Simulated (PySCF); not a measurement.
Te(Br)(OSiH3) (BrH₃OSiTe), SMILES [SiH3]O[Te]Br. Coordinates come from a B3LYP-D3(BJ)/def2-SVP optimisation. The structure was generated by enumeration, and PubChem lists no compound with its InChIKey, so it may never have been made. The def2 effective core potentials stand for the cores of Te; spin–orbit coupling is left out. The values are those of a single conformer.

Computed equilibrium geometry at B3LYP-D3(BJ)/def2-SVP (PySCF confirms it by a frequency run) as Cartesian coordinates in Å (one conformer of several):
```xyz
7

Te     0.2839     0.0292     0.9493
Br    -1.6830     0.6973    -0.5135
O      1.7012    -0.1526    -0.4398
Si     1.7886    -1.3910    -1.5805
H      1.7022    -2.7245    -0.9163
H      3.1052    -1.2343    -2.2536
H      0.6864    -1.2694    -2.5749
```
Charge 0, spin multiplicity 1.
